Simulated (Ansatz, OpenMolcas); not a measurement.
InH3 (SMILES [InH3]): the vertical ionisation energy, rung by rung

InH3: 4 atoms, total charge 0, spin state singlet. SMILES: `[InH3]`. The shape is that of a PBE0-D4/def2-TZVP optimisation.

Each level gives the vertical ionisation energy (to the doublet cation) (eV). The values are calculated.

| level | kind | program | value (eV) | less FCI/STO-3G | CPU time (all runs) |
| --- | --- | --- | --- | --- | --- |
| HF/STO-3G | Hartree–Fock | OpenMolcas | 7.94 | +0.06 | 7.8 s |
| SVWN5/STO-3G | LDA | Ansatz | 7.97 | +0.09 | 4.9 s |
| PBE/STO-3G | GGA | Ansatz | 7.96 | +0.08 | 8.5 s |
| r2SCAN0/STO-3G | hybrid meta-GGA | Ansatz | 8.42 | +0.54 | 30 s |
| B2PLYP/STO-3G | double hybrid | Ansatz | 8.28 | +0.40 | 10 s |
| CCSD(T)/STO-3G | coupled cluster or CI | Ansatz | 7.89 | +0.01 | 1.9 s |
| CCSDT/STO-3G | coupled cluster or CI | Ansatz | 7.88 | 0.00 | 2.6 s |
| CCSDTQ/STO-3G | coupled cluster or CI | Ansatz | 7.88 | 0.00 | 57 s |
| FCI/STO-3G | exact in the basis | Ansatz | 7.88 | 0.00 | 6.7 s |

FCI/STO-3G is exact within its basis and frozen core, so for wave-function methods in that basis the difference is their error; functionals converge differently with the basis, so for them it is only a difference. All-electron rows without a relativistic Hamiltonian named are non-relativistic. Spin-orbit coupling, which can split open shells on such heavy atoms by tenths of an eV, is left out. The values span 7.88 to 8.42 eV. All rows use very small basis sets, so even the best lies far from the true value. In the correlated wave-function rows the outer d shell of In is correlated, in sets not made for it. Times are those of the runs behind each value, whatever else they computed, on shared processors of several kinds: orders of magnitude only.
